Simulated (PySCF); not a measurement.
# Excitation energy of Cl²⁺ by level of theory

Cl²⁺ [Ne] 3s2 3p3 (4S) → Cl²⁺ [Ne] 3s1 3p4 (4P), as a difference of total energies. All numbers are calculated (PySCF 2.14, no relativity, point nucleus, in aug-cc-pwCVDZ (6s5p3d, 36 functions)). Correlated levels: valence: [Ne] frozen; valence and next inner shell: 1s2 frozen; nothing frozen. The calculations carry no spin-orbit coupling.

| method | excitation energy (eV) |
| --- | --- |
| UHF | 12.894 |
| LDA | 12.604 |
| PBE | 12.504 |
| PBE0 | 12.677 |
| r2SCAN | 12.262 |
| PW91 | 12.487 |
| M06-L | 12.792 |
| wB97M-V | 12.936 |
| PBEsol | 12.451 |
| MP2 (valence) | 12.782 |
| SCS-MP2 (valence) | 12.758 |
| MP2 (valence and next inner shell) | 12.864 |
| SCS-MP2 (valence and next inner shell) | 12.824 |
| MP2 (all electrons) | 12.861 |
| SCS-MP2 (all electrons) | 12.822 |

How much does correlation contribute at MP2 (all electrons)?

12.861 − (12.894) = -0.033 eV, measured against UHF.

A first-order spin-orbit estimate (lowest level to lowest level, LS coupling) adds -0.045 eV.
